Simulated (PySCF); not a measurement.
Species: C4H7AlO.
Atom-mapped SMILES: `[CH:1]#[C:2][AlH:3][O:4][CH2:5][CH3:6]` (hydrogens: H7 on C1; H8 on Al3; H9, H10 on C5; H11, H12, H13 on C6)

Geometry (PBE0-D3(BJ)/def2-SVP, Å), atoms numbered from 1 in this order:
```
atom  x, y, z in Å
C1     2.752   -2.093   -0.485
C2     2.339   -0.969   -0.247
Al3    1.705    0.794    0.142
O4     0.071    1.001    0.541
C5    -1.070    0.206    0.667
C6    -2.106    0.571   -0.376
H7     3.118   -3.083   -0.695
H8     2.619    2.072    0.119
H9    -0.819   -0.870    0.583
H10   -1.495    0.353    1.677
H11   -3.021   -0.026   -0.247
H12   -1.718    0.390   -1.391
H13   -2.371    1.637   -0.299
```

Jobs on this species (13 atoms, 52 electrons) with PySCF (density fitting). Hardware of each: an Arm Neoverse V1 with one thread, no GPU, shared host. Other jobs ran on the host; a repeat could differ by tens of per cent or more. Peak memory is the resident size of the whole Python process, interpreter and libraries included.

```
                                                                 level and settings                                                          work  basis functions  SCF cycles  wall time  peak memory
 delta-SCF UKS SCAN, pcX-2 on the ionised atom, pcseg-1 elsewhere, non-relativistic                                 ΔSCF core ionisation, 7 holes              165           ?          ?            ?
      delta-SCF UKS HF, pcX-2 on the ionised atom, pcseg-1 elsewhere, spin-free X2C                                 ΔSCF core ionisation, 7 holes              165         108       38 s     0.51 GiB
   delta-SCF UKS B3LYP, pcX-2 on the ionised atom, pcseg-1 elsewhere, spin-free X2C                                 ΔSCF core ionisation, 7 holes              165         109       66 s     0.69 GiB
    delta-SCF UKS SCAN, pcX-2 on the ionised atom, pcseg-1 elsewhere, spin-free X2C                                 ΔSCF core ionisation, 7 holes              165         123       47 s     0.52 GiB
     delta-SCF UKS PBE, pcX-2 on the ionised atom, pcseg-1 elsewhere, spin-free X2C                                 ΔSCF core ionisation, 7 holes              165         122       32 s     0.57 GiB
    delta-SCF UKS PBE0, pcX-2 on the ionised atom, pcseg-1 elsewhere, spin-free X2C                                 ΔSCF core ionisation, 7 holes              165         105       65 s     0.69 GiB
delta-SCF UKS SCAN, def2-TZVP on the ionised atom, pcseg-1 elsewhere, spin-free X2C                                 ΔSCF core ionisation, 7 holes              142         122       47 s     0.51 GiB
                                                 PBE0-D3(BJ)/def2-SVP, grid level 1  geometry optimisation from a GFN2-xTB start shaken at random              123         123       94 s     0.49 GiB
    delta-SCF UKS SCAN, pcX-1 on the ionised atom, pcseg-1 elsewhere, spin-free X2C                                 ΔSCF core ionisation, 7 holes              145         120       41 s     0.51 GiB
```

Fill in the missing figures.

- delta-SCF UKS SCAN, pcX-2 on the ionised atom, pcseg-1 elsewhere, non-relativistic; ΔSCF core ionisation, 7 holes: 50 s, 0.59 GiB, 122 SCF cycles

What do all jobs in the table cost together?

About 8.0 min; the longest takes about 20 % of that, and about 2.9 times as long as the shortest.
